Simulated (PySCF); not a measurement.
SMILES C=CB(N)OC, PBE0/def2-SVP optimised geometry.

```
14

B     -0.46     0.14     0.00
C      1.11     0.14     0.00
C      1.84    -0.98     0.00
H      1.65     1.10     0.00
H      2.93    -0.98     0.00
H      1.35    -1.96     0.00
O     -1.09    -1.08     0.00
C     -2.48    -1.19     0.00
H     -2.93    -0.72    -0.90
H     -2.75    -2.25     0.00
H     -2.93    -0.72     0.89
N     -1.17     1.36     0.00
H     -0.71     2.25     0.00
H     -2.18     1.43     0.00
```

Density from PySCF with PBE0/def2-TZVP at that geometry.

Minimum of the electron density along straight lines between bonded atoms, close to the bond critical point (lines longer than 1.1 times the sum of covalent radii, or with two minima, are not listed):

```
bond     length / Å  ρ at the minimum / e bohr⁻³  ∇²ρ there / e bohr⁻⁵  position (fraction from the first atom)
-------  ----------  ---------------------------  --------------------  ---------------------------------------
B1–C2         1.568                        0.187                 -0.25                                     0.33
C2–C3         1.339                        0.347                 -1.05                                     0.49
C2–H4         1.099                        0.273                 -0.93                                     0.64
C3–H5         1.096                        0.277                 -0.97                                     0.65
C3–H6         1.095                        0.279                 -0.98                                     0.65
B1–O7         1.373                        0.201                  0.92                                     0.33
O7–C8         1.394                        0.270                 -0.55                                     0.65
C8–H9         1.107                        0.275                 -0.94                                     0.64
C8–H10        1.100                        0.280                 -0.98                                     0.65
C8–H11        1.107                        0.275                 -0.94                                     0.64
B1–N12        1.411                        0.206                  0.56                                     0.33
N12–H13       1.010                        0.338                 -1.70                                     0.74
N12–H14       1.010                        0.337                 -1.69                                     0.74
```
